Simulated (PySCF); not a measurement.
Harmonic spectrum computed at PBE0 in the def2-TZVP basis family (core potentials from Rb on, PySCF, no spin–orbit coupling):

```json
{"symmetry": "a'", "ω (cm⁻¹)": "275", "IR (km/mol)": "218"}
{"symmetry": "a'", "ω (cm⁻¹)": "495", "IR (km/mol)": "18.3"}
{"symmetry": "a'", "ω (cm⁻¹)": "1751", "IR (km/mol)": "23.7"}
```

Q: Which molecule gave it? In each, all ligands are bound to the one heavy central atom.
A. HRuN (singlet)
B. HCoN (quartet)
C. HSN (singlet)
D. HPdN (triplet)
E. HCuN (quartet)

A: E. It has Cs symmetry with Cu–H 1.532 Å, Cu–N 1.820 Å.
